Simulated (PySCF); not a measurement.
CH₄F₂GeO, SMILES [CH3][Ge]([OH])([F])[F].

The structure is a stationary point at r2SCAN-D4/def2-SVP. This is a generated structure with no PubChem entry under its InChIKey; it may be hypothetical. The values are those of a single conformer.

Calculation: TDA-PBE/def2-SVPD run with PySCF 2.14.0.

Vertical excitations. Gas-phase values at a fixed geometry. State labels are in the subgroup Cs.

Computed lowest excited states:
```
state  symmetry  energy (eV)  λ (nm)      f                                              main pairs
-----  --------  -----------  ------  -----  ------------------------------------------------------
S1           A"         6.90     180  0.023                                          HOMO→LUMO 99 %
S2           A'         7.66     162  0.118                                        HOMO−1→LUMO 93 %
S3           A'         8.05     154  0.127                                        HOMO−2→LUMO 90 %
S4           A"         8.10     153  0.014                                        HOMO−3→LUMO 90 %
S5           A"         8.21     151  0.018                                        HOMO→LUMO+1 87 %
S6           A"         8.33     149  0.007                                        HOMO−4→LUMO 96 %
S7           A"         8.51     146  0.002                                        HOMO→LUMO+2 98 %
S8           A'         8.82     141  0.010  HOMO−1→LUMO+1 55 %, HOMO→LUMO+3 25 %, HOMO−5→LUMO 12 %
S9           A'         8.84     140  0.027                      HOMO−5→LUMO 80 %, HOMO→LUMO+3 15 %
S10          A'         8.96     138  0.068   HOMO−1→LUMO+1 38 %, HOMO→LUMO+3 34 %, HOMO−5→LUMO 7 %
T1           A"         6.55     189      0                                          HOMO→LUMO 99 %
T2           A'         7.12     174      0                                        HOMO−1→LUMO 99 %
T3           A'         7.54     164      0                                        HOMO−2→LUMO 98 %
T4           A"         7.84     158      0                                        HOMO−3→LUMO 99 %
```
Triplets are in the Tamm–Dancoff approximation.
